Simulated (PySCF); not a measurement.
Electronic absorption of C4H4F3NO

C4H4F3NO.
Z-matrix (Å and degrees, GFN2-xTB geometry), rows numbered from 1:
```
N 
C   1  1.2529
C   2  1.5059  1  123.12
O   3  1.2023  2  121.41  1    -3.65
C   3  1.5274  2  116.35  1   176.51
C   5  1.5203  3  111.07  2   -71.19
F   6  1.3399  5  111.28  3  -172.69
F   6  1.3361  5  112.56  3   -52.69
F   6  1.3414  5  112.55  3    67.96
H   1  1.0231  2  113.90  3    -0.12
H   2  1.0838  1  118.59  3   179.99
H   5  1.0920  3  110.56  2    48.56
H   5  1.0926  3  109.41  2   170.00
```

Computed with TDDFT wB97X-D/def2-SVPD, vertical, gas phase, core orbitals frozen in the response (PySCF 2.14.0, density-fitted response routines).

Q: Predict the UV-vis stick spectrum at this level.

A: 

```csv
state,E (eV),E (kJ/mol),λ (nm),f,"main configurations (H = HOMO, L = LUMO)"
S1,3.38,326,366.8,0.0010,H→L (94%)
S2,4.45,429,278.9,0.0010,H-1→L (90%)
S3,6.78,654,183.0,0.178,H-2→L (96%)
S4,7.24,699,171.2,0.0008,"H→L+2 (45%), H→L+1 (38%)"
S5,7.88,761,157.3,0.0043,"H-6→L (38%), H-4→L (26%), H-3→L (14%)"
S6,8.05,776,154.1,0.0077,"H→L+2 (34%), H→L+1 (33%), H→L+3 (22%)"
S7,8.20,792,151.1,0.088,"H-3→L (79%), H-6→L (12%)"
S8,8.36,807,148.3,0.0042,"H-1→L+2 (34%), H-1→L+1 (28%), H-6→L (14%)"
```

Triplets (Tamm–Dancoff): T1 2.81 eV, H→L (95%); T2 3.78 eV, H-1→L (89%); T3 4.26 eV, H-2→L (92%).

The lowest singlet lies at 3.38 eV (367 nm, ultraviolet) and is very weak; its leading configuration is HOMO→LUMO (94%). The strongest level in the table is S3 at 6.78 eV (183 nm, f = 0.178). Löwdin shares by element: HOMO nitrogen 36%, carbon 25% or more, oxygen 21% (atoms not listed hold the other 18%); LUMO carbon 43% or more, oxygen 23%, nitrogen 22%. The oscillator strengths of these states sum to 0.284; summed over the whole spectrum of an exact calculation they would give the number of electrons, 70 (Thomas–Reiche–Kuhn). Weighted by f, the mean energy of these states is 7.27 eV. Orbital energies (eV): HOMO-3 -13.50, HOMO-2 -12.01, HOMO-1 -11.16, HOMO -9.97, LUMO -1.05, LUMO+1 1.99, LUMO+2 2.59. No computed singlet lies in the visible range (380 to 750 nm); the lowest, at 367 nm, stands 0.12 eV above its violet end (3.26 eV); a Tamm–Dancoff triplet lies at 442 nm, without intensity as long as spin–orbit coupling is left out. Only the lowest 8 singlets were computed, as vertical energies without vibronic structure.

One conformer stands for the species.
